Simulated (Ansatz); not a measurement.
`[AlH2][O]B[SiH2][SiH3]` + `C=CC[SiH3]` → `[SiH3]B[SiH2][SiH3]` + `C=CC[O][AlH2]`  (redistribution)

Calculated with Ansatz (gas phase, PBE0-D4/def2-TZVP geometries, no zero-point term in ΔE). CCSD(T)/CBS adds triple-zeta CCSD(T) − MP2 to the extrapolated MP2 energy (def2 sets, frozen cores). DFT in def2-TZVPP. One conformer a species, not always the lowest.

```json
{"species": "`[AlH2][O]B[SiH2][SiH3]`", "PBE energy (Eh)": "-925.84511"}
{"species": "`C=CC[SiH3]`", "PBE energy (Eh)": "-408.32296"}
{"species": "`[SiH3]B[SiH2][SiH3]`", "PBE energy (Eh)": "-898.20254"}
{"species": "`C=CC[O][AlH2]`", "PBE energy (Eh)": "-435.88052"}
```

(1) Work out ΔE.

Largest T1 diagnostic among the species: 0.015.

Results:

(1) ΔE = (-898.20254) + (-435.88052) − (-925.84511) − (-408.32296) = 0.08501 Eh = +53.3 kcal/mol. CCSD(T)/CBS gives +56.2 kcal/mol.

From PBE to PBE0 (25 % exact exchange), in def2-TZVPP and without D4, ΔE moves by +1.3 kcal/mol.
